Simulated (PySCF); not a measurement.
# BeSi at ROHF

Level: ROHF. basis Be aug-cc-pVDZ, Si aug-cc-pV(D+d)Z; no relativity; PySCF 2.14.

- state: ³Σ⁻ (triplet), unpaired electrons π ↑↑
- bond length: 2.159 Å
- harmonic wavenumber: 456 cm⁻¹
- force constant: 0.836 mdyn/Å
- rotational constant Be: 0.5307 cm⁻¹
- anharmonicity ωexe: 14.2 cm⁻¹
- vibration–rotation constant αe: 0.0143 cm⁻¹
- well depth De to Be + Si: 46 kJ/mol
- dissociation energy D0: 43 kJ/mol
- bond order (Mayer): 1.44
- dipole moment (positive dipole means Be(−)Si(+)): -3.08 D

UHF is strongly spin-contaminated for BeSi, so the ROHF reference used there is far from stable. Hartree–Fock leaves out correlation, which carries a large part of most bond energies and some tenths to 1 eV of ionisation energies. The state is the lowest determinant that a PBE0 search found; another state may lie lower at other levels.
